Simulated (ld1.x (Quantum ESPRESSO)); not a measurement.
## Before and after: TM semilocal potential for vanadium (V)

* Element: vanadium (V)
* Generator: ld1.x (Quantum ESPRESSO) 7.5
* Type: norm-conserving Troullier–Martins (semilocal form)
* Functional: PW91
* Relativity: scalar-relativistic
* Frozen core: [Ar]
* Valence charge: 5
* Reference configuration: 3d3 4s0 4p0 (charge +2)
* Partial waves: 4s (bound, empty): rc 2.10 bohr; 4p (bound, empty): rc 2.90 bohr; 3d (bound): rc 1.85 bohr
* Local potential: the d channel
* Core correction: none

Change: core correction a·sin(br)/r model core inside 1.72 bohr.

Cutoffs: the cutoffs (Ry, on a coarse ladder) from which the occupation-weighted sum of valence levels, in a spherical-Bessel basis at the reference potential, stays within 10 and 1 mRy of its value at 400 Ry; they do not see the model core or the augmentation charge, which bear on the density cutoff. Errors are all-electron minus pseudo energies relative to the spin-unpolarised reference configuration.

Question: How do hardness, ghosts and transferability respond?

Answer: The potential gets neither clearly harder nor softer (70 Ry and 80 Ry → 70 Ry and 80 Ry); of the 7 tests that both files solve, the error grows in 2 and shrinks in 5 by more than 15 % and 0.3 meV (median size 320.3 → 155.9 meV); neither file shows a bound ghost. A semilocal file is local in each channel, so a ghost entry of none says nothing of the separable form that plane-wave codes build from it. A model core, the more so a compact one, raises the density cutoff, which this test does not measure.

```csv
quantity,base,changed
"cutoff, loose",70 Ry,70 Ry
"cutoff, tight",80 Ry,80 Ry
bound ghosts,none,none
"error for 3d3 4s2 4p0, meV [ΔE -22.11 eV]",+475,-6.4
"error for 3d3 4s1 4p0, meV [ΔE -14.32 eV]",+213,-4.6
"error for 3d2 4s0 4p0, meV [ΔE 29.00 eV]",-51,-299
"error for 3d3 4s1 4p1, meV [ΔE -18.75 eV]",+361,-1.9
"error for 3d2 4s2 4p1, meV [ΔE -16.29 eV]",+427,-302
"error for 3d2 4s2 4p0, meV [ΔE -11.06 eV]",+320,-236
"error for 3d4 4s0 4p0, meV [ΔE -14.90 eV]",-3.0,-156
s: phases at 3.15 bohr within 0.05 rad from the reference energy up to (Ry; the scan ends near 5),0.5,0.5
p: phases at 3.15 bohr within 0.05 rad from the reference energy up to (Ry; the scan ends near 5),1.3,1.3
d: phases at 3.15 bohr within 0.05 rad from the reference energy up to (Ry; the scan ends near 5),-0.4,-0.4
```
